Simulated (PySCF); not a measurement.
Compound: C3H3BCl2.
Atom-mapped SMILES: `[CH3:1][C:2]#[C:3][B:4]([Cl:5])[Cl:6]` (hydrogens: H7, H8, H9 on C1)

Computed with PBE0-D3(BJ)/def2-SVP geometry optimisation, gas phase in PySCF 2.14.0.

What internal coordinates does the optimisation give?

| bond | length (pm) |
| --- | --- |
| C1–C2 | 144.8 |
| C2≡C3 | 122.0 |
| C3–B4 | 150.5 |
| B4–Cl5, B4–Cl6 | 175.2 |
| C1–H7, C1–H8, C1–H9 | 110.1 |

Bonds in one row agree within 1 pm and their mean is given. A selection of angles:
| angle | degrees |
| --- | --- |
| C2–C1–H7 | 111.5 |
| C2–C1–H9 | 110.4 |
| H7–C1–H8 | 108.4 |
| C1–C2–C3 | 179.8 |
| C2–C3–B4 | 179.8 |
| C3–B4–Cl5 | 120.6 |
| Cl5–B4–Cl6 | 118.7 |

The 6 heavy atoms lie in one plane (0.001 Å rms). B4 (three-coordinate boron) is planar (angles 120.7°, 120.6° and 118.7°, sum 360.0°, 0.00 Å off the plane of its three neighbours). The C–C distances run from 1.220 Å (C2≡C3, drawn triple) to 1.448 Å (C1–C2, drawn single), a spread of 0.228 Å.

Point group: near Cs, missed by 0.09 Å at most; the miss may be what the optimiser left on a soft mode. No frequency check.

The run took 16 s wall on Arm Neoverse V1, one thread, shared host. These figures are those of the optimisation.
